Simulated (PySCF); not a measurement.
## Gas-phase XPS of `COB(C)Cl`, computed

Compound: C2H6BClO.
SMILES with atom numbers: `[CH3:1][O:2][B:3]([CH3:4])[Cl:5]`

Method used: delta-SCF UKS SCAN, pcX-2 on the ionised atom, pcseg-1 elsewhere, spin-free X2C in PySCF. These are vertical core ionisation energies against the vacuum level, from separate self-consistent calculations with and without the core hole.

Problem. List the computed XPS lines with their assignment.

Solution. 
| atom(s) | environment | level | binding energy (eV) | 2p1/2 (eV) | above the level's lowest (eV) | count |
| --- | --- | --- | --- | --- | --- | --- |
| C1 | methoxy carbon | C 1s | 292.86 | – | +2.27 | 1 |
| O2 | boron-bound oxygen | O 1s | 539.07 | – | 0.00 | 1 |
| B3 | three-coordinate boron | B 1s | 197.59 | – | 0.00 | 1 |
| C4 | sp3 carbon bound to boron | C 1s | 290.59 | – | 0.00 | 1 |
| Cl5 | chlorine bonded to B | Cl 2p3/2 | 205.70 | 207.36 | 0.00 | 1 |
| Cl5 | chlorine bonded to B | Cl 1s | 2828.29 | – | 0.00 | 1 |

The listed C 1s values span 2.27 eV, from C4 (bonded to 3 H and B) to C1 (bonded to O and 3 H). Summing the Pauling electronegativity differences to the bonded atoms, each weighted by its formal bond order, gives -1.56 for the lowest site and -0.16 for the highest.

Problem. Express the binding energy of C 1s of C4 in atomic units and per mole.

Solution. 290.59 eV = 10.6790 Eh = 28038 kJ/mol.

Problem. What is the longest wavelength that can ionise C 1s of C4 vertically?

Solution. λ = hc/E = 12398.42 eV Å / 290.59 eV = 42.666 Å.

The 2p values aren't plain energy differences: one relaxed spin-free 2p hole is combined with a matrix within the shell (ground-state 2p orbital-energy differences and spin–orbit coupling). 2p3/2, the mean of its two sublevels, lies a third of the splitting below the shell's mean and 2p1/2 two thirds above it; the statistical areas are 2:1. 2p1/2 minus 2p3/2 (ligand field included): Cl 1.65 eV. Geometry: PBE0-D3(BJ)/def2-SVP, one conformer, isolated molecule.

On one thread, Arm Neoverse V2, shared host, this took 31 s of wall time.

Conformer computed: `[CH3:1][O:2][B:3]([CH3:4])[Cl:5]`: C1–O2–B3–C4 0°.
